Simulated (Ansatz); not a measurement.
Consider the redistribution: `ClB1N[SiH2]1` + `[F][SnH2][I]` → `FB1N[SiH2]1` + `[Cl][SnH2][I]`.

Program: Ansatz. Geometries: PBE0-D4/def2-TZVP. ΔE: electronic, gas phase. CCSD(T)/CBS adds triple-zeta CCSD(T) − MP2 to the extrapolated MP2 energy (def2 sets, frozen cores). DFT in def2-TZVPP. Elements past krypton have def2 core potentials. For I, Sn outer-core shells are correlated without core-valence functions, which leaves a few kJ/mol of doubt a bond.

Task: Is it downhill or uphill in electronic energy at CCSD(T)/CBS, and by how much? (Estimate.)

Result: Ansatz gave: Downhill: ΔE = -70.9 kJ/mol.

Task: What do these levels give: BLYP-D4, BLYP, r2SCAN, BHLYP, MP2/def2-SVP, CCSD/def2-SVP, HF/def2-TZVPP, CCSD(T)/def2-TZVPP, HF/def2-QZVPP, HF/CBS(def2), MP2/CBS(def2), CCSD/CBS(def2)? (Estimate.)

Result: Computed: BLYP-D4 -66.6, BLYP -66.7, r2SCAN -69.2, BHLYP -79.4, MP2/def2-SVP -70.2, CCSD/def2-SVP -75.2, HF/def2-TZVPP -87.9, CCSD(T)/def2-TZVPP -71.8, HF/def2-QZVPP -86.3, HF/CBS(def2) -86.1, MP2/CBS(def2) -69.5, CCSD/CBS(def2) -73.9 kJ/mol.

Largest T1 diagnostic among the species: 0.014.

Leaving LDA and LC-ωPBE aside and taking each functional with its dispersion term where it has one, the values, not all of them listed here, spread over 18.1 kJ/mol, from BHLYP-D4 to revPBE-D4. LDA lies −6.9 kJ/mol from PBE without D4. From PBE to PBE0 (25 % exact exchange), in def2-TZVPP and without D4, ΔE moves by −7.1 kJ/mol. In def2-TZVPP, CCSD(T) changes the Hartree–Fock value by +16.1 kJ/mol (the triples alone add +3.1 kJ/mol) and MP2 by +17.5 kJ/mol.
